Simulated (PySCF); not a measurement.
Compound: C3H9NO2Si.
Cartesian coordinates in Å at the PBE0-D3(BJ)/def2-SVP level; atoms count from 1:
```xyz
16
C3H9NO2Si angstrom
N      1.7484    1.1390    0.4348
C      1.9452   -0.2283   -0.0157
Si     0.2531   -0.9570   -0.3572
O     -0.5985   -1.2788    1.0492
C     -1.8122   -0.5522    1.0476
C     -1.6292    0.6464    0.1080
O     -0.7834    0.2271   -0.9505
H      1.3458    1.7007   -0.3124
H      2.6244    1.5773    0.7075
H      2.6098   -0.3625   -0.8975
H      2.3943   -0.8290    0.7955
H      0.3143   -2.1287   -1.2746
H     -2.6362   -1.2017    0.6970
H     -2.0501   -0.2246    2.0724
H     -2.5905    0.9942   -0.3024
H     -1.1519    1.4821    0.6510
```

Level: PBE0/pcSseg-1 in PySCF, non-relativistic, on one gas-phase PBE0-D3(BJ)/def2-SVP geometry that isn't relaxed in the solvent. The solvent is an IEF-PCM continuum (Bondi radii, 1.10 Å for H, scaled by 1.2). The model holds no explicit solvent molecules, cavitation or dispersion.

```tsv
run	E − E(gas) (kcal/mol)	HOMO (eV)	HOMO–LUMO gap (eV)	dipole (D)
gas	0.00	-6.86	7.76	1.25
P	-3.14	-6.83	7.77	1.36
Q	-7.09	-6.85	7.79	1.48
```

Task: The runs were made in acetonitrile and benzene. Which run belongs to which solvent?

Result: P = benzene, Q = acetonitrile. The dielectric constants are 2.271 (benzene), 35.69 (acetonitrile), and the energy falls further as ε rises. In this model the ground state sees the solvent through ε alone.

Task: How constant is the ratio of the lowering to (ε − 1)/(2ε + 1)?

Result: 
```tsv
solvent	(ε − 1)/(2ε + 1)	E − E(gas) (kcal/mol)	ratio (kcal/mol)	polarisation term (kcal/mol)
benzene	0.229	-3.14	-13.7	-3.29
acetonitrile	0.479	-7.09	-14.8	-7.90
```

The ratio changes by +8.0 % in size from benzene to acetonitrile. The polarisation term is half the interaction of the solute with the induced surface charges.

The run took 13 s wall on AMD EPYC 9B45, one thread, shared host, and the process peaked at 0.94 GiB of memory. This is the whole shielding run at PBE0/pcSseg-1 in acetonitrile, SCF included.
